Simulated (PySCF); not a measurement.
C4H5F, SMILES C#C[C@H](C)F.

The structure is a stationary point at PBE0-D3(BJ)/def2-SVP. The structure was generated by enumeration; whether it is a known compound was not checked.

Two levels are set side by side: PBE/def2-TZVP (PySCF) and M06-2X/def2-TZVP (PySCF). Same geometry, gas phase. Differences are taken from unrounded values.

```csv
quantity,M06-2X,PBE,PBE minus M06-2X
orbital gap (eV),10.60,6.04,-4.57
highest occupied level (eV),-9.36,-6.82,2.55
lowest empty level (eV),1.24,-0.78,-2.02
dipole moment (D),1.88,1.70,-0.17
mean polarisability (bohr³),45.6,47.7,2.1
```

PBE's occupied levels lie high since its potential decays too fast outside the molecule; exact exchange lowers them and widens the gap. PBE's more diffuse valence density responds more strongly to a field. Differences between two approximate levels are no errors against the true value.

Rough cost on one machine, each run with all the roots and properties that it gave: M06-2X against PBE about 4 times.
